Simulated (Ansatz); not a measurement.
MCl3 with several metals: gap (eV) at several levels, gas phase, relaxed structures; Ansatz. Core potentials for Ce, Dy, Er, Gd, La, Tb, Y in the def2 sets, no spin–orbit coupling. HOMO and LUMO are taken over both spins. With an open 4f shell the SCF may have ended above the lowest state. Singlets are spin-restricted. A dash marks a value that wasn't run or was left out as unsound. The structures are stationary points that may keep the symmetry of their start.

| species | state | geometry | PBE-D4/def2-SVP | PBE-D4/def2-TZVP | r2SCAN-D4/def2-TZVP | B97M-V/def2-TZVP | PBE0-D4/def2-TZVP | LC-ωPBE/def2-TZVP |
| --- | --- | --- | --- | --- | --- | --- | --- | --- |
| CrCl3 | quartet | B3LYP-D4/def2-SVP | 0.95 | 0.96 | 1.31 | 1.42 | 3.86 | 8.71 |
| FeCl3 | sextet | r2SCAN-D4/def2-SVP | 0.85 | 0.87 | 1.70 | 1.86 | 4.05 | 8.67 |
| LaCl3 | singlet | PBE-D4/def2-SVP | 3.94 | 4.06 | 4.79 | 4.58 | 6.08 | – |
| ScCl3 | singlet | B3LYP-D4/def2-SVP | 3.58 | 3.69 | 4.24 | 4.19 | 5.99 | 10.93 |
| VCl3 | triplet | r2SCAN-D4/def2-SVP | 0.36 | 0.37 | 1.20 | 1.44 | 3.88 | 8.98 |
| CeCl3 | doublet | r2SCAN-D4/def2-SVP | 0.54 | 0.55 | 1.19 | 1.65 | 5.36 | 10.36 |
| GdCl3 | octet | PBE-D4/def2-SVP | 2.47 | 2.51 | 4.40 | 4.17 | 5.89 | 10.65 |
| ErCl3 | quartet | r2SCAN-D4/def2-SVP | 1.05 | 1.07 | 2.99 | – | 5.71 | 9.18 |

(1) Estimate the rows for TiCl3 (doublet, r2SCAN-D4/def2-SVP geometry); YCl3 (singlet, PBE-D4/def2-SVP geometry); TbCl3 (septet, B3LYP-D4/def2-SVP geometry); DyCl3 (sextet, PBE0-D4/def2-SVP geometry).

(1) 
```tsv
species	state	geometry	PBE-D4/def2-SVP	PBE-D4/def2-TZVP	r2SCAN-D4/def2-TZVP	B97M-V/def2-TZVP	PBE0-D4/def2-TZVP	LC-ωPBE/def2-TZVP
TiCl3	doublet	r2SCAN-D4/def2-SVP	1.12	1.11	1.87	1.97	4.44	–
YCl3	singlet	PBE-D4/def2-SVP	3.96	4.05	4.78	4.63	6.20	11.07
TbCl3	septet	B3LYP-D4/def2-SVP	0.74	0.74	1.72	–	5.87	–
DyCl3	sextet	PBE0-D4/def2-SVP	0.81	0.82	1.99	–	5.68	9.56
```

Over the 7 species that have every level, the mean is 1.82 at PBE-D4/def2-SVP, 1.86 at PBE-D4/def2-TZVP, 2.69 at r2SCAN-D4/def2-TZVP, 2.77 at B97M-V/def2-TZVP, 5.03 at PBE0-D4/def2-TZVP, 9.91 at LC-ωPBE/def2-TZVP. Orbital gaps grow with the share of exact exchange and aren't one observable across functionals.
